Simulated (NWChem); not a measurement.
System: C₂H₉NSi; SMILES N(C[SiH3])C

```xyz
13

C      0.7290    -1.8477     0.1902
N     -0.4793    -1.2676    -0.3400
C     -0.8841    -0.0082     0.2555
Si     0.1986     1.5337    -0.0811
H      0.9446    -2.7939    -0.3289
H      0.5890    -2.0899     1.2574
H      1.6373    -1.2101     0.1197
H     -0.4220    -1.1824    -1.3515
H     -1.9059     0.2394    -0.0841
H     -0.9748    -0.1436     1.3486
H      0.3385     1.7245    -1.5607
H      1.5746     1.4228     0.4954
H     -0.4518     2.7515     0.4980
```
Atoms are numbered in this order, from 1.

Structure relaxed at the PBE0/def2-SVP level.

Give the principal values of the shielding tensors (ppm) of C1, N2, C3, Si4 from PBE0/pcSseg-1, GIAO (NWChem), with their diamagnetic and paramagnetic parts as GIAO splits them.


| atom | σ11 | σ22 | σ33 | isotropic | diamagnetic | paramagnetic |
|---|---|---|---|---|---|---|
| C1 | 126.6 | 131.6 | 182.7 | 147.0 | 248.1 | -101.1 |
| N2 | 190.0 | 220.3 | 297.2 | 235.8 | 319.3 | -83.5 |
| C3 | 124.5 | 135.3 | 191.4 | 150.4 | 250.2 | -99.7 |
| Si4 | 389.1 | 435.2 | 469.4 | 431.2 | 880.5 | -449.2 |
